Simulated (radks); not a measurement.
Results of a calculation; reference values are marked as such.
All-electron atom: neutral manganese in [Ar] 3d5 4s2.

Code: a radial shooting solver on a logarithmic mesh with Libxc functionals. Model: Dirac Kohn-Sham, BLYP, spin-unpolarised, spherical densities, point nucleus; open shells fill j = l - 1/2 first.

Energy parts (hartree):
| part | energy |
|---|---|
| total | -1158.63501 |
| kinetic | 1173.57013 |
| electron-nucleus | -2767.77937 |
| Hartree | 487.84542 |
| exchange-correlation | -52.27120 |

Orbitals (lengths in bohr, moments of r in powers of bohr; <r^-3> diverges for s and p1/2; r(max) is where P^2 peaks; r(90%) holds 90 % of the orbital's charge):
orbital	occ.	eigenvalue (hartree)	<r^-3>	r(max)	r(90%)	<1/r>	small-component weight
1s1/2	2	-236.3102	-	0.03986	0.109	24.93	8.07e-03
2s1/2	2	-27.32931	-	0.2326	0.433	5.322	1.46e-03
2p1/2	2	-23.41352	-	0.1866	0.402	5.267	1.45e-03
2p3/2	4	-23.02980	409.4	0.1890	0.407	5.180	1.43e-03
3s1/2	2	-3.14296	-	0.7356	1.28	1.665	3.16e-04
3p1/2	2	-2.02795	-	0.7464	1.39	1.537	2.78e-04
3p3/2	4	-1.98103	50.38	0.7534	1.40	1.517	2.73e-04
3d3/2	4	-0.24627	4.072	0.7582	2.16	1.129	1.65e-04
3d5/2	1	-0.24194	4.000	0.7607	2.18	1.123	1.63e-04
4s1/2	2	-0.18444	-	2.492	4.74	0.4224	2.88e-05

The highest occupied level is 4s1/2 at -5.019 eV. For comparison, the ionisation energy in NIST's Atomic Spectra Database is 7.434 eV (measured). In exact Kohn-Sham theory the highest level is minus the ionisation energy, but local and semilocal functionals leave it too shallow, through self-interaction and a potential that decays too fast; potentials with the right tail come closer. Summed over all electrons, <r^2> = 40.59 bohr^2, which gives a Langevin (diamagnetic) susceptibility term of -32.1 x 10^-6 cm^3/mol.

Beside tabulated values, note that spin-unpolarised runs miss the spin-polarisation part of the exchange energy of open shells.
